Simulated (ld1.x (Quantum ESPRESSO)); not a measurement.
**How hard is this Tl (Z = 81) TM potential?**

Tl (Z = 81), norm-conserving Troullier–Martins (Kleinman–Bylander form), made with ld1.x (Quantum ESPRESSO) 7.5 (PBEsol, scalar-relativistic). Core [Xe] 4f14 5d10, reference 6s2 6p0.75 (charge +0.25). Waves: 6p (bound): rc 3.00 bohr; 6d channel at -0.2 Ry: rc 2.30 bohr; 6s (bound): rc 1.70 bohr. Local part: the s channel. Core correction: none.

The pseudo-atom Hamiltonian at the reference potential is diagonalised in spherical Bessel functions j_l(qr) that vanish at 20 bohr, with q² up to the cutoff. All-electron valence levels (Ry): 6p -0.2704, 6s -0.8195.

Q: How do the lowest levels (Ry) of each channel move with the cutoff, and are there ghosts?

A:

| cutoff (Ry) | p #1 | d #1 | d #2 | s #1 | s #2 | f #1 | f #2 | Σ f·Δε (mRy) |
| --- | --- | --- | --- | --- | --- | --- | --- | --- |
| 8 | -0.2690 | -0.0097 | 0.0653 | -0.7740 | -0.0780 | 0.0645 | 0.1804 | 91.9 |
| 12 | -0.2702 | -0.0103 | 0.0644 | -0.7768 | -0.0783 | 0.0645 | 0.1804 | 85.5 |
| 15 | -0.2702 | -0.0108 | 0.0637 | -0.7841 | -0.0789 | 0.0645 | 0.1804 | 70.8 |
| 21 | -0.2704 | -0.0115 | 0.0626 | -0.8083 | -0.0812 | 0.0645 | 0.1804 | 22.4 |
| 30 | -0.2704 | -0.0117 | 0.0623 | -0.8148 | -0.0819 | 0.0645 | 0.1804 | 9.3 |
| 40 | -0.2704 | -0.0117 | 0.0622 | -0.8163 | -0.0820 | 0.0645 | 0.1804 | 6.4 |
| 45 | -0.2704 | -0.0118 | 0.0621 | -0.8174 | -0.0821 | 0.0645 | 0.1804 | 4.2 |
| 55 | -0.2704 | -0.0126 | 0.0611 | -0.8187 | -0.0822 | 0.0645 | 0.1804 | 1.5 |
| 70 | -0.2704 | -0.0158 | 0.0570 | -0.8189 | -0.0822 | 0.0645 | 0.1804 | 1.2 |
| 80 | -0.2704 | -0.0202 | 0.0522 | -0.8191 | -0.0822 | 0.0645 | 0.1804 | 0.7 |
| 100 | -0.2704 | -0.1186 | 0.0214 | -0.8193 | -0.0822 | 0.0645 | 0.1804 | 0.3 |
| 400 | -0.2704 | -1.5080 | 0.0023 | -0.8195 | -0.0823 | 0.0645 | 0.1804 | 0.0 |

Result: ghost state, extra bound levels that the all-electron valence spectrum of the same l lacks: d at -20.5 eV (a true bound ghost makes a file unfit for plane-wave use); 10 mRy is reached at 30 Ry and 1 mRy at 80 Ry.
